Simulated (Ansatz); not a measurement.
Consider the redistribution: `B[Se]CC` + `C[Se]B(O)O` → `CC[Se]B(O)O` + `B[Se]C`.

Program: Ansatz. Geometries: PBE0-D4/def2-TZVP. ΔE: electronic, gas phase. CBS: MP2 limit from def2 TZ/QZ plus the TZ coupled-cluster correction, frozen cores. DFT in def2-TZVPP. B3LYP here is the variant with VWN-RPA as its local correlation; programs differ in this. For Se outer-core shells are correlated without core-valence functions, which leaves a few kJ/mol of doubt a bond. Scalar relativity is left out up to krypton. Each species was taken in one conformer, which may not be the lowest.

| level | ΔE (kcal/mol) |
| --- | --- |
| r2SCAN-D4 | -0.3 |
| B3LYP-D4 | -0.3 |
| ωB97M-V | -0.4 |
| B2PLYP | -0.2 |
| PBE | -0.3 |
| SCS-MP2/def2-TZVPP | -0.2 |
| CCSD/def2-TZVPP | -0.3 |
| MP2/CBS(def2) | -0.2 |

**Question.** What does CCSD(T)/CBS give? (Estimate.)

**Answer.** Computed: -0.3 kcal/mol. The listed levels differ from it by 0.0, 0.0, -0.1, 0.1, 0.0, 0.1, 0.0, 0.1 kcal/mol.

Largest T1 diagnostic among the species: 0.013.
